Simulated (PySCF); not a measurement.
`C=C(C=C)[CH+]CF` (charge +1). Structure optimised with GFN2-xTB, isolated species.

```
atom  x, y, z in Å
C1    -1.6359   -1.0152    0.6907
C2    -1.3289    0.2420    0.3951
C3     0.0089    0.8042    0.1875
C4     0.2192    2.1411    0.4442
C5     1.1034    0.1101   -0.3633
C6     1.1200   -1.2400   -0.8814
F7     2.2301   -1.5013   -1.6027
H8    -0.9131   -1.7984    0.8354
H9    -2.6626   -1.2953    0.8534
H10   -2.1227    0.9746    0.3429
H11   -0.5937    2.7829    0.7549
H12    1.1892    2.6045    0.3401
H13    2.0388    0.6531   -0.4821
H14    1.1109   -1.9676   -0.0432
H15    0.2322   -1.4867   -1.4935
```

Question: What is the longest distance between nuclei?

Answer: F7···H11, 5.65 Å; the next longest distance is 5.51 Å.

Question: Work out the bond lengths C1–H9, C2–C3, C3=C4, C5–C6, C5–H13, C6–F7, C6–H14, C6–H15 in pm.

Answer: For C1–H9 the difference vector is (-1.0267, -0.2801, 0.1627) Å, of length 1.0766 Å. C1–H9 107.7; C2–C3 146.6; C3=C4 137.7; C5–C6 144.6; C5–H13 108.8; C6–F7 134.9; C6–H14 111.0; C6–H15 110.6 pm.

Question: What is the repulsion energy of the bare nuclei, Σ ZA·ZB/RAB?

Answer: 277.47 Eh over 105 pairs, with full nuclear charges and distances in bohr; the largest single term is 21.18 Eh (C6 with F7).

Question: Give the dihedral angles C3–C5–C6–H14, H8–C1–C2–C3, C3–C5–C6–H15.

Answer: C3–C5–C6–H14 -76° (synclinal); H8–C1–C2–C3 1° (synperiplanar); C3–C5–C6–H15 42° (synclinal). Dihedral signs follow IUPAC: positive where, seen along the central bond, the front bond turns clockwise onto the rear one.

Question: How far are the heavy atoms from their best plane (unweighted least squares)?

Answer: 0.131 Å rms; C1 0.16, C2 0.25, C3 0.01, C4 0.02, C5 0.15, C6 0.01, F7 0.09 Å (magnitudes).

Stationary, but not proved a minimum.

One conformer stands for the species.

These are computed values.
